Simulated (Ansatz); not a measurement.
One change: `FCCOC(F)F` becomes `COCCF`.

Ansatz, PBE0-D4/def2-TZVP geometries, multiplicity 1. Each molecule was computed in one conformer, which needn't be the lowest.

```tsv
property	`FCCOC(F)F`
size of the dipole moment (PBE/def2-TZVPP) / D	3.26
HOMO energy (ωB97M-V/def2-TZVPP) / eV	-11.41
HOMO energy (B3LYP/def2-TZVPP) / eV	-8.75
HOMO–LUMO gap (PBE/def2-TZVPP) / eV	7.72
size of the dipole moment (ωB97M-V/def2-TZVPP) / D	3.47
HOMO–LUMO gap (B3LYP/def2-TZVPP) / eV	9.63
```

Problem. Give the same properties after the change, and the shifts. (Estimate.)

Solution. Ansatz gave: 
| property | `COCCF` | shift |
| --- | --- | --- |
| size of the dipole moment (PBE/def2-TZVPP) / D | 0.94 | -2.32 |
| HOMO energy (ωB97M-V/def2-TZVPP) / eV | -9.90 | 1.51 |
| HOMO energy (B3LYP/def2-TZVPP) / eV | -7.27 | 1.48 |
| HOMO–LUMO gap (PBE/def2-TZVPP) / eV | 6.55 | -1.17 |
| size of the dipole moment (ωB97M-V/def2-TZVPP) / D | 1.02 | -2.45 |
| HOMO–LUMO gap (B3LYP/def2-TZVPP) / eV | 8.41 | -1.22 |

With PBE0 the HOMO rises by 1.50 eV and the LUMO rises by 0.26 eV, so the gap narrows by about 1.24 eV. PBE moves the HOMO by 1.39 eV and ωB97M-V by 1.51 eV. Dipoles are sizes alone; their direction can turn.

Positive LUMOs are unbound, so they and the gaps depend on the basis.

B3LYP here is the variant with VWN-RPA as its local correlation; programs differ in this.
